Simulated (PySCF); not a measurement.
An unknown is described by computed data only.

Elements present: C, F, H and N. Monoisotopic mass: 115.0797 u.

| Quantity | Value |
| --- | --- |
| 1H NMR | chemical shifts (computed TMS as zero) by class: 5.81 (1 H), 5.68 (1 H), 5.38 (1 H), 3.12 (1 H), 2.89 (1 H), 2.38 (1 H), 2.26 (1 H), 1.44 (1 H), 0.61 (2 H) ppm [GIAO PBE0/pcSseg-1] |
| UV, strongest line | among the 6 lowest singlet transitions: S3 at 6.61 eV (188 nm, f = 0.218) [TDDFT PBE0/def2-SVPD] |
| Polarisability | 78.5 au [PBE0/def2-SVPD] |
| 13C NMR | chemical shifts (computed TMS as zero) by class: 158.0 (1 C), 119.2 (1 C), 96.6 (1 C), 53.2 (1 C), 51.3 (1 C), 43.1 (1 C) ppm [GIAO PBE0/pcSseg-1] |
| Triplet | lowest triplet excitation (Tamm–Dancoff): 4.05 eV [TDA PBE0/def2-SVPD] |
| Rotational structure | rotational constants A, B, C: 3.391, 1.605, 1.167 GHz [GFN2-xTB] |

The electronic properties come from PySCF, for the isolated species, density fitting. Levels stand in brackets. NMR shifts are as computed; neighbouring signals can stand in another order in a measured spectrum. The structure is a single GFN2-xTB conformer in the gas phase; no vibrational or solvent corrections. NMR values are class means; diastereotopic atoms form classes of their own.

Question: Which formula fits the mass and the elements?

Answer: C6H10FN (calculated 115.0797). No other formula that holds each of these elements comes within 0.0003 u with a fitting electron parity and a possible valence count.

Question: Give a SMILES that accounts for the data.

Answer: Numbering: `[CH2:1]=[C:2]1[CH2:3][C@@H:4]([NH2:5])[CH2:6][C@H:7]1[F:8]`. Its formula, C6H10FN, gives 2 degrees of unsaturation: 1 ring and 1 π bond in the structure found. 6 carbons fall into 6 classes; from least to most shielded: fully substituted alkene carbon [C2] (158.0 ppm), terminal =CH2 carbon [C1] (119.2 ppm), sp3 C–F carbon [C7] (96.6 ppm), ring sp3 carbon bound to nitrogen [C4] (53.2 ppm), ring CH2 carbon [C6] (51.3 ppm), allylic carbon [C3] (43.1 ppm). Hydrogen classes from least to most shielded: 1 H on a terminal =CH2 carbon, C1 (5.81 ppm), 1 H on a terminal =CH2 carbon, C1 (5.68 ppm), 1 H on an sp3 C–F carbon, C7 (5.38 ppm), 1 H on an sp3 carbon bound to nitrogen, C4 (3.12 ppm), 1 H on an allylic carbon, C3 (2.89 ppm), 1 H on a ring CH2 carbon, C6 (2.38 ppm), 1 H on an allylic carbon, C3 (2.26 ppm), 1 H on a ring CH2 carbon, C6 (1.44 ppm), 2 H on a primary amine nitrogen, N5 (0.61 ppm, a mean of values up to 0.9 ppm apart in this geometry). The optimised geometry has point group C1 and is an asymmetric top. Structure: `N[C@H]1C[C@H](C(=C)C1)F`. Computed isomers that give other values at the same levels: `CC[C@@H](C)[C@@H](F)C#N` (13C chemical shifts (computed TMS as zero) by class: 119.8 (1 C), 84.6 (1 C), 44.2 (1 C), 29.4 (1 C), 17.4 (1 C), 13.8 (1 C) ppm); `[H]/N=C1\CC[C@](C)(F)C1` (13C chemical shifts (computed TMS as zero) by class: 190.5 (1 C), 103.6 (1 C), 51.3 (1 C), 41.2 (1 C), 39.3 (1 C), 28.3 (1 C) ppm); `[H]/N=C1\CCCC[C@@H]1F` (static isotropic polarisability: 75.8 au). The assignments are read from this structure; whether some other isomer fits the data as well wasn't checked. The mirror image fits equally.
